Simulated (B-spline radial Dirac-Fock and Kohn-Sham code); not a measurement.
What relativity does to the binding energies of Se²⁺

System: selenium as Se²⁺, configuration [Ar] 3d10 4s2 4p2.

Both columns are ΔSCF binding energies of the configuration average from a B-spline atomic structure program: non-relativistic Hartree-Fock with a point nucleus, and Dirac-Fock with a finite nucleus and the Coulomb interaction alone, averaged over the two j levels with weights 2j+1.

```tsv
shell	Hartree-Fock (eV)	Dirac-Fock (eV)	shift (eV)	shift (%)
1s	12514.8	12717.5	+202.78	+1.62
2s	1649.6	1695.3	+45.71	+2.77
2p	1473.2	1483.9	+10.74	+0.73
3s	259.5	267.1	+7.63	+2.94
3p	197.6	199.3	+1.67	+0.85
3d	88.45	87.03	-1.42	-1.60
4s	41.56	42.31	+0.75	+1.81
4p	30.16	30.21	+0.05	+0.15
```

Relativity binds 1s, 2s, 2p, 3s, 3p, 4s, 4p more strongly, among those listed most of all 3s in relative terms, and 3d more weakly, because the contracted s and p shells screen the nucleus better.

Values without a named source are computed, but for edge energies of neutral atoms, which are taken from tables.
